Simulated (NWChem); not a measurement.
**Lowest excitation of HGeI**

```xyz
3

Ge    -1.0606     1.1590     0.0000
H      0.0767     2.2834     0.0000
I      0.6389    -0.7429     0.0000
```
Charge 0, spin multiplicity 1.

The numbers come from NWChem runs, not from measurements. The geometry was optimised at PBE0/def2-SVP with def2 effective core potentials on I, a minimum by its harmonic frequencies.

Basis set: def2-SVPD.

Effective core potentials replace the inner electrons of I; spin-orbit coupling is left out. The correlated methods keep 13 core orbitals frozen. B3LYP has NWChem's definition, with VWN1-RPA local correlation. The structure started from a generated list of species. Coupled-cluster values serve here as a point of comparison, not as the truth.

**Question.** One of these methods gave a lowest vertical singlet excitation energy of 2.53 eV. Which?
A) TD-B3LYP
B) EOM-CCSD
C) TD-PBE
D) CIS

**Answer.** B, EOM-CCSD. The others give 2.12 (TD-PBE), 2.88 (CIS), 2.29 (TD-B3LYP).
